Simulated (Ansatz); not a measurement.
Consider the ligand exchange at the Si–C bond: `O[SiH2]C(F)F` + `[OH][GeH2][OH]` → `O[SiH2][O][GeH2][OH]` + difluoromethane.

Calculated with Ansatz (gas phase, PBE0-D4/def2-TZVP geometries, no zero-point term in ΔE). CCSD(T)/CBS is the MP2 limit (def2-TZVPP, def2-QZVPP) plus CCSD(T) − MP2 in def2-TZVPP, frozen cores. This one scheme is used for every species. Functionals use def2-TZVPP. B3LYP here is the variant with VWN-RPA as its local correlation; programs differ in this. For Ge outer-core shells are correlated without core-valence functions, which leaves a few kJ/mol of doubt a bond. Scalar relativity is left out up to krypton. Each species was taken in one conformer, which may not be the lowest.

```tsv
level	ΔE (kJ/mol)	difference from CCSD(T)/CBS
PBE-D4	-139.4	19.3
r2SCAN-D4	-153.4	5.3
PBE0-D4	-150.2	8.5
B3LYP-D4	-155.8	2.9
ωB97X-V	-153.6	5.1
ωB97M-V	-153.7	5.0
B2PLYP	-159.5	-0.8
PBE	-137.9	20.8
r2SCAN	-152.8	5.9
PBE0	-148.6	10.1
B3LYP	-153.4	5.3
HF/def2-TZVPP	-179.9	-21.2
MP2/def2-TZVPP	-166.3	-7.6
SCS-MP2/def2-TZVPP	-167.0	-8.3
CCSD/def2-TZVPP	-164.4	-5.7
CCSD(T)/def2-TZVPP	-162.0	-3.3
HF/def2-QZVPP	-181.5	-22.8
MP2/def2-QZVPP	-165.0	-6.3
SCS-MP2/def2-QZVPP	-165.7	-7.0
HF/CBS(def2)	-181.7	-23.0
MP2/CBS(def2)	-163.0	-4.3
CCSD/CBS(def2)	-161.2	-2.5
CCSD(T)/CBS	-158.7	0
```

Largest T1 diagnostic among the species: 0.012.

From PBE to PBE0 (25 % exact exchange), in def2-TZVPP and without D4, ΔE moves by −10.7 kJ/mol. In def2-TZVPP, CCSD(T) changes the Hartree–Fock value by +18.0 kJ/mol (the triples alone add +2.4 kJ/mol) and MP2 by +13.7 kJ/mol.
